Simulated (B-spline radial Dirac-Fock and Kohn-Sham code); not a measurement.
## Energy-loss ionisation edge M3 of Se

System: neutral selenium in the configuration [Ar] 3d10 4s2 4p4. Model: the first Born approximation with generalised oscillator strengths from a Dirac-Hartree-Slater potential (longitudinal and transverse terms; continuum final states only, so no white lines or fine structure). Program: a radial atomic solver. The edge is taken at 160.7 eV (tabulated value).

Input of the calculation (task.json; shells as n, l, electrons):

```json
{"items": [{
  "Z": 34,
  "q": 0,
  "cfg": [[1, 0, 2], [2, 0, 2], [2, 1, 6], [3, 0, 2], [3, 1, 6], [3, 2, 10], [4, 0, 2], [4, 1, 4]],
  "A": 80,
  "rrms": 4.14,
  "do": "eels",
  "beams": [[60, 5], [60, 20], [80, 20], [80, 50], [100, 5], [100, 10], [120, 5], [120, 10], [120, 20], [200, 5], [200, 10], [200, 50], [300, 5], [300, 10]],
  "edges": {"M3": 160.7}
}]}
```

Launch: `python xray2_run.py task.json out`

Partial cross sections σ(β, Δ) in barn, integrated over a window Δ above the edge and up to the collection semi-angle β, for parallel illumination:

```
E₀ (kV)  β (mrad)  Δ = 25 eV  Δ = 50 eV  Δ = 100 eV  Δ = 200 eV  Δ = 300 eV
     60         5       1430       2810        5090        7710        8870
     60        20       3020       6150       11900       19400       23200
     80        20       2650       5410       10500       17300       20800
     80        50       3530       7250       14600       25300       31200
    100         5       1310       2600        4810        7530        8830
    100        10       1840       3710        7050       11400       13600
    120         5       1260       2510        4680        7380        8700
    120        10       1730       3490        6670       10800       13000
    120        20       2230       4570        8980       15000       18100
    200         5       1140       2280        4320        6960        8310
    200        10       1480       3010        5830        9590       11600
    200        50       2120       4350        8790       15500       19500
    300         5          ?          ?           ?           ?           ?
    300        10       1360       2770        5420        9020       10900
```

Question: Give the row for 300 kV and 5 mrad.

Answer: 1070 b for 25 eV, 2170 b for 50 eV, 4150 b for 100 eV, 6760 b for 200 eV, 8140 b for 300 eV.
